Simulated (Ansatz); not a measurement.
Molecule: methylgermane, CH6Ge, net charge 0, singlet state. 
Structure (B3LYP-D3(BJ)/def2-TZVP (Ansatz, an electronic-structure program) minimum search):
SMILES: [CH3][GeH3]
```xyz
8

C      1.5702     0.1094     0.0435
Ge    -0.3901    -0.0272    -0.0108
H      2.0058    -0.8449     0.3378
H      1.8746     0.8694     0.7623
H      1.9557     0.3820    -0.9383
H     -0.8245    -1.1012    -1.0263
H     -1.0098     1.3206    -0.4267
H     -0.9391    -0.4126     1.3761
```

Wanted: vertical triplet-singlet gap (E(triplet) - E(singlet); each state is the SCF solution reached for its spin; the molecule has degenerate orbitals, so one determinant may break the symmetry; for the triplet T1 is 0.057), in kJ/mol. Valence correlation only, unless marked. Open shells are spin-unrestricted. No spin-orbit coupling. Frozen are the shells of the preceding noble gas and the d and f shells that filled before the atom's block. No relativistic terms. Basis-set limits of correlation are two-point, X^-3; Hartree-Fock from the larger set.

| level | program | vertical triplet-singlet gap (kJ/mol) |
|---|---|---|
| PBE/def2-TZVPD | Ansatz | 700.1 |
| BHLYP/def2-TZVPD | Ansatz | 738.6 |
| CAM-B3LYP/def2-TZVPD | Ansatz | ? |
| B2PLYP/def2-TZVPD | Ansatz | ? |
| SCS-MP2/def2-QZVPPD | Ansatz | 771.3 |
| CCSD/aug-cc-pVTZ | Ansatz | ? |
| CCSD(T)/CBS(aug-cc-pVTZ,aug-cc-pVQZ) | Ansatz | 738.6 |

Problem. Fill in the missing entries.

Solution. 
- CAM-B3LYP/def2-TZVPD, vertical triplet-singlet gap (kJ/mol): 740.5
- B2PLYP/def2-TZVPD, vertical triplet-singlet gap (kJ/mol): 735.3
- CCSD/aug-cc-pVTZ, vertical triplet-singlet gap (kJ/mol): 735.9
